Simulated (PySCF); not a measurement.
## How many f electrons in EuCl?

Unrestricted PBE0; PySCF, spin-free X2C with a Gaussian nucleus, basis sets Eu x2c-SVPall, Cl x2c-SVPall. The search starts from ions with several 4f fillings and holds each by maximum overlap.

The lowest solution has 2Ms+1 = 9, about 7.0 4f electrons, near 2.55 Å.

The lowest solution of each spin and filling, followed along the bond (rough minima from three points):

| 2Ms+1 | 4f population | ⟨S²⟩ at the start | R at minimum (Å) | Te (eV) |
| --- | --- | --- | --- | --- |
| 9 | 7.01 | 20.01 | 2.55 | 0.00 |
| 7 | 7.01 | 13.00 | 2.55 | 0.25 |

Solutions at the starting distance of 2.480 Å, counted from the lowest; the search is not exhaustive:

```tsv
2Ms+1	4f population	E (eV)	⟨S²⟩	⟨Lz²⟩	μ (D)
9	7.01	0.00	20.01	0.0	-4.38
7	7.01	0.25	13.00	0.0	-4.08
9	6.99	1.66	20.01	4.0	-6.78
9	7.01	1.81	20.01	1.0	-3.38
7	7.00	2.16	13.01	4.0	-6.65
7	7.01	2.16	13.01	1.0	-2.79
7	6.11	3.40	12.04	4.0	-2.77
9	6.03	3.40	20.01	8.0	-4.43
9	6.08	3.59	20.02	5.7	-4.16
9	6.03	3.60	20.01	13.0	-4.46
7	6.08	3.74	12.07	8.8	-2.62
```

Partly filled real f orbitals mix terms, so no term symbols are given. A positive dipole means Eu(−)Cl(+).

Spin–orbit coupling is left out. Counting both spins, an empty level lies below a filled one in some of these solutions, because spin and occupation are held. The state is the lowest single determinant that the PBE0 search found; with open d or f shells the true ground state can be another one.
